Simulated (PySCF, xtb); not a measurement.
Ga(F)(Cl)(vinyl) (C₂H₃ClFGa), SMILES C=[CH][Ga]([F])[Cl]. One conformer was computed; it need not be the lowest.

Harmonic wavenumbers (cm⁻¹) from GFN2-xTB run with xtb 6.7.1 at its own minimum, in rising order: 59, 82, 126, 128, 260, 351, 443, 446, 493, 907, 951, 1002, 1164, 1375, 1632, 2999, 3038, 3059.

Question: What does PBE-D3(BJ)/def2-SVP in PySCF give at its own minimum? (An estimate is asked for; the answer gives what the named calculation found.)

Answer: 80, 83, 164, 167, 292, 403, 474, 576, 688, 960, 965, 1000, 1206, 1364, 1604, 3047, 3098, 3143. Paired by order, the mean absolute difference is 49 cm⁻¹ and the zero-point energies are 26.5 and 27.6 kcal/mol.
